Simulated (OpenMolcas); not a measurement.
Sm3+: moving the ligands

Sm3+ with its 6 nearest chloride ions at 2.683 Å, on the Y site of Cs2NaYCl6 (a = 10.7396 Å, distance in the model lattice 2.619 Å). The rest of the host is ab initio model potentials to 7.6 Å, with orthogonalisation functions on the cations behind the ligands, and point charges beyond; the distance is set by hand and nothing relaxes. Ligand basis ANO-RCC-VDZP.

```json
{
  "Program": "OpenMolcas",
  "Method": "CASSCF",
  "Basis": "ANO-RCC-VDZP [7s6p4d2f1g]",
  "Scalar Hamiltonian": "DKH2, point nucleus",
  "Active space": "5 electrons in 7 orbitals (4f)",
  "State averaging": "2S+1 = 6 odd, 21 roots; 2S+1 = 4 odd, 128 roots kept (CI in the orbitals of an earlier block, 108 in the spin-orbit step); 2S+1 = 2 odd, 130 roots kept (CI in the orbitals of an earlier block, 41 in the spin-orbit step)",
  "Spin-orbit coupling": "RASSI with atomic mean-field integrals over the reference wave functions"
}
```

Runs around this geometry, states (labels of O, the rotations of Oh). Energies in cm-1 above the lowest state or level, χT in cm3 K/mol; under a threefold ground state the first gap can be a small split of the lowest multiplet, not the spin-orbit step.

```tsv
R (Å)	Ground state	First state of that spin	First gap with spin-orbit (degeneracies)	Width of lowest J	χT at 300 K
2.619	6T1	6E 123.2	118.9 (2, 4)	119	0.306
2.683	6T1	6E 103.1	106.0 (2, 4)	106	0.306
2.718	6T1	6E 93.9	99.7 (2, 4)	100	0.306
```

Taking the width of the lowest J multiplet as R^-n, n = -ln(100 / 119) / ln(2.718 / 2.619) = 4.7 between the shortest and longest distance.

High states are left out of the spin-orbit mixing, which shifts the levels that they would mix with. Without dynamic correlation the ligand-field splitting of an f shell can come out too small, at times by half. No measured value stands beside these numbers; the geometry was set by hand and not optimised.
